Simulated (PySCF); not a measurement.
# Spin-rotation constants: `C=C[C+](C[Se]C)OC`, [C6H11OSe]+, charge +1

Molfile (atoms numbered from 1):
```
C6H11OSe
     RDKit          3D

 19 18  0  0  0  0  0  0  0  0999 V2000
   -1.4656    2.1378    0.2617 C   0  0  0  0  0  0  0  0  0  0  0  0
   -0.5442    1.3584   -0.3132 C   0  0  0  0  0  0  0  0  0  0  0  0
   -0.5698   -0.0878   -0.2405 C   0  0  0  0  0  0  0  0  0  0  0  0
    0.5086   -0.8596   -0.8570 C   0  0  0  0  0  0  0  0  0  0  0  0
    1.5612   -0.8704    0.8618 Se  0  0  0  0  0  2  0  0  0  0  0  0
    2.6902    0.6878    0.5940 C   0  0  0  0  0  0  0  0  0  0  0  0
   -1.5842   -0.6119    0.3756 O   0  0  0  0  0  0  0  0  0  0  0  0
   -1.7605   -2.0161    0.4837 C   0  0  0  0  0  0  0  0  0  0  0  0
   -1.4344    3.2087    0.1585 H   0  0  0  0  0  0  0  0  0  0  0  0
   -2.2750    1.7231    0.8396 H   0  0  0  0  0  0  0  0  0  0  0  0
    0.2523    1.7878   -0.9037 H   0  0  0  0  0  0  0  0  0  0  0  0
    0.2754   -1.8797   -1.1492 H   0  0  0  0  0  0  0  0  0  0  0  0
    1.0682   -0.3358   -1.6263 H   0  0  0  0  0  0  0  0  0  0  0  0
    3.4573    0.6299    1.3641 H   0  0  0  0  0  0  0  0  0  0  0  0
    3.1574    0.6389   -0.3860 H   0  0  0  0  0  0  0  0  0  0  0  0
    2.1234    1.6056    0.7245 H   0  0  0  0  0  0  0  0  0  0  0  0
   -0.9136   -2.4741    1.0063 H   0  0  0  0  0  0  0  0  0  0  0  0
   -2.6665   -2.1539    1.0717 H   0  0  0  0  0  0  0  0  0  0  0  0
   -1.8902   -2.4795   -0.4966 H   0  0  0  0  0  0  0  0  0  0  0  0
  1  2  2  0
  2  3  1  0
  3  4  1  0
  4  5  1  0
  5  6  1  0
  3  7  1  0
  7  8  1  0
  1  9  1  0
  1 10  1  0
  2 11  1  0
  4 12  1  0
  4 13  1  0
  6 14  1  0
  6 15  1  0
  6 16  1  0
  8 17  1  0
  8 18  1  0
  8 19  1  0
M  CHG  1   3   1
M  END
```

Method used: GIAO HF/6-31G* magnetisability, rotational g tensor and spin-rotation constants, non-relativistic, gas phase in PySCF. Geometry: GFN2-xTB.

The calculation is non-relativistic, which matters for the atoms heavier than Zn. For an ion the centre-of-mass motion in the field is neglected.

Question: Give the nuclear spin-rotation constants along the inertial axes (H = +C I·J) beside the isotropic shieldings.

Answer: Rotational constants 1.9141, 1.0869, 0.7910 GHz. A star marks the isotopologue with that one atom substituted, in its own axes.
| atom | isotope | Caa (kHz) | Cbb (kHz) | Ccc (kHz) | mean (kHz) | σ (ppm) |
| --- | --- | --- | --- | --- | --- | --- |
| H9 | 1H | -0.229 | 0.104 | -0.104 | -0.076 | 24.8 |
| H10 | 1H | -0.113 | -0.041 | -0.041 | -0.065 | 24.5 |
| H11 | 1H | -0.160 | -0.035 | -0.057 | -0.084 | 26.7 |
| H12 | 1H | -0.252 | -0.008 | -0.081 | -0.114 | 29.1 |
| H13 | 1H | -0.222 | -0.089 | -0.043 | -0.118 | 29.7 |
| H14 | 1H | -0.069 | -0.136 | -0.071 | -0.092 | 30.5 |
| H15 | 1H | -0.210 | -0.145 | -0.007 | -0.121 | 30.6 |
| H16 | 1H | -0.122 | -0.070 | -0.094 | -0.095 | 30.4 |
| H17 | 1H | 0.009 | -0.120 | -0.095 | -0.069 | 28.9 |
| H18 | 1H | -0.093 | -0.107 | -0.045 | -0.082 | 27.8 |
| H19 | 1H | -0.233 | -0.112 | 0.003 | -0.114 | 28.7 |
| C1 | 13C* | 0.466 | 0.555 | 0.180 | 0.400 | 41.2 |
| C2 | 13C* | 0.369 | 0.438 | 0.153 | 0.320 | 85.2 |
| C3 | 13C* | 0.618 | 0.539 | 0.243 | 0.467 | 9.5 |
| C4 | 13C* | 0.240 | 0.144 | 0.112 | 0.165 | 170.2 |
| Se5 | 77Se* | 2.063 | 1.587 | 1.010 | 1.554 | 1911.1 |
| C6 | 13C* | 0.224 | 0.113 | 0.083 | 0.140 | 186.9 |
| O7 | 17O* | -0.209 | -0.321 | -0.071 | -0.200 | 190.7 |
| C8 | 13C* | 0.370 | 0.124 | 0.149 | 0.214 | 148.1 |

For the geometry as given, no vibrational averaging.
